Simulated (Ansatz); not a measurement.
Basis-set extrapolation for `CCCCCCCO` (PBE0-D4/def2-TZVP geometry, frozen core, Ansatz 0.2.0). Multiplicity 1, RHF reference.

```csv
,def2-TZVPP,def2-QZVPP
HF,-349.387921,-349.404453
MP2 correlation,-1.472144,-1.568109
CCSD(T) correlation,-1.612015,not run
```

Energies in hartree. Use E(X) = E(∞) + A·exp(−7.88·√X) for Hartree–Fock and E(X) = E(∞) + B·X^(−2.97) for correlation, with X = 3 and 4, and add CCSD(T) minus MP2 of the smaller set to the MP2 limit.

Task: What is the CCSD(T) energy at the basis-set limit?

Result: HF limit: -349.404453 + (-0.016532) × 0.13774 = -349.40673. MP2 limit: -1.568109 + (-0.095965) × 0.74074 = -1.63919. Higher-order term: -1.612015 − (-1.472144) = -0.13987. Total: -351.18579 hartree, 488.0 kJ/mol below CCSD(T)/def2-TZVPP.
